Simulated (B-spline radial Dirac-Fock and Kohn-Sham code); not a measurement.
**The L3 (2p3/2) hole of chlorine ions: width and yield against charge**

The computed values come from a radial atomic solver: a relativistic independent-particle model: LDA orbitals of the hole state, radiative multipoles to third order, Auger rates from the Coulomb interaction with a continuum orbital, Dirac-Fock energies. Tabulated ground configurations, configuration averages; single configurations, so decays that open only by mixing (as 1s 2s² with 1s 2p² in Be-like ions) are missing and such tiny yields are far too low.

```
 ion  configuration  radiative (eV)  non-radiative (eV)     yield
Cl²⁺   [Ne] 3s2 3p3        2.00e-05              0.0612  0.000327
Cl³⁺   [Ne] 3s2 3p2        2.21e-05              0.0344  0.000641
Cl⁴⁺   [Ne] 3s2 3p1        2.44e-05              0.0129   0.00188
Cl⁵⁺       [Ne] 3s2        2.69e-05             0.00283   0.00942
Cl⁶⁺       [Ne] 3s1        1.44e-05                   0      1.00
```
